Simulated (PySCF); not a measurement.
C₈H₁₂ (charge +1 and doublet state).
Cartesian coordinates in Å at the GFN2-xTB level; atoms count from 1:
```
atom  x, y, z in Å
C1     2.4764    0.0292   -0.3527
C2     1.0309    0.1664   -0.2999
C3     0.2734    1.3267   -0.2811
C4    -1.1396    0.9399   -0.3805
C5    -1.3893    0.4170    1.0822
C6    -0.6241   -0.9146    1.1282
C7     0.0603   -0.9732   -0.2544
C8    -1.0608   -0.3865   -1.1397
H9     2.8172   -0.6738    0.4133
H10    2.7811   -0.4336   -1.2991
H11    2.9862    0.9860   -0.2651
H12    0.6373    2.3241   -0.1013
H13   -1.8525    1.6934   -0.6970
H14   -1.0632    1.1185    1.8495
H15   -2.4669    0.2879    1.1869
H16   -1.3072   -1.7545    1.2488
H17    0.1050   -0.9628    1.9354
H18    0.4677   -1.9463   -0.5126
H19   -1.9776   -0.9682   -1.0859
H20   -0.7594   -0.2648   -2.1780
```

The hyperfine couplings belong to this conformer and change with its torsions.

The species is `C[C+]1[CH][C@@H]2CC[C@H]1C2` [radical] (charge +1).

Method: PySCF, UKS B3LYP, pcH-1 on C H, non-relativistic, mean-field spin-orbit, GIAO. Geometry: GFN2-xTB; no solvent, vibrations or thermal averaging. The geometry wasn't refined by DFT: couplings that depend on bond lengths, twists or pyramidal angles can differ widely from those at the functional's own minimum, by a factor of two or more for some ions and for spin on atoms past the first row. No stability test was run, so a lower SCF solution isn't excluded.

Task: What is the g tensor, term by term?

Result: 
| Δg (ppm) | 1 | 2 | 3 |
| --- | --- | --- | --- |
| relativistic mass correction | -149 | -149 | -149 |
| gauge correction | -6 | 28 | 23 |
| orbital Zeeman/spin–orbit | 129 | 199 | 1263 |
| total | -26 | 78 | 1136 |

So g = 2.00229, 2.00240, 2.00346 and g_iso = 2.00272; the tensor is close to axial: the two nearest values differ by 9 % of g3 − g1. Axes: g3 points within 4° of the C2–C3 bond.

Task: How much does each term add to the isotropic shift?

Result: The orbital-Zeeman/spin–orbit term 530, the mass correction -149 and the gauge correction 15 ppm, for a total of 396 ppm. The orbital-Zeeman/spin–orbit term is the largest in size. The mass correction is the same along every axis, so the anisotropy comes from the other two: their spans along these axes are 34 (gauge) and 1134 ppm (orbital Zeeman/spin–orbit).

Task: What effective moment and Curie constant follow for a powder?

Result: With the mean of g² = 4.0109 and S(S+1) = 0.75: μ_eff = √(⟨g²⟩S(S+1)) = 1.734 μB and χT = 0.12505·⟨g²⟩·S(S+1) = 0.376 cm³ K/mol (cgs; spin-Hamiltonian part alone).

Task: In a frozen sample, at which fields do the three g values resonate at 9.5, 34, 94 and 263 GHz (hyperfine left aside), and which band first spreads them over more than twice a line width of 0.5 mT?

Result: 
```tsv
band	GHz	B(g3) mT	B(g2) mT	B(g1) mT	spread mT
X	9.5	338.79	338.97	338.99	0.20
Q	34.0	1212.52	1213.16	1213.22	0.70
W	94.0	3352.25	3354.02	3354.20	1.95
J	263.0	9379.17	9384.13	9384.62	5.45
```

The spread grows in proportion to the frequency. W band is the first where it exceeds 1.0 mT.

Largest spin populations (Mulliken): C3 (+0.46), C2 (+0.38) and C5 (+0.08).

The HOMO–LUMO gaps are 6.16 eV among the α and 3.54 eV among the β orbitals.
